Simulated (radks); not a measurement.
Task: The mean radii <r> (bohr) of the occupied orbitals of an atom or ion are listed with their occupations. Method: Dirac Kohn-Sham, PBE, spin-unpolarised, spherical densities, point nucleus; computed with a radial shooting solver on a logarithmic mesh with Libxc functionals.

orbital  occ.     <r>
1s1/2       2  0.1306
2s1/2       2  0.6971
2p1/2       2  0.6879
2p3/2       4  0.6902
3s1/2       2   3.150

Name the element and its charge. Open shells, if any, are shared by 2j + 1.

Result: Z = 12, magnesium, charge 0: Mg in [Ne] 3s2. The 1s radius gives Z: for a bare nucleus <r> = (2 gamma + 1)/(2Z) with gamma = sqrt(1 - (Z/c)^2), 0.1247 bohr for Z = 12, and screening makes it slightly larger (0.1306 here). The occupations add up to 12, and the charge is Z minus that.
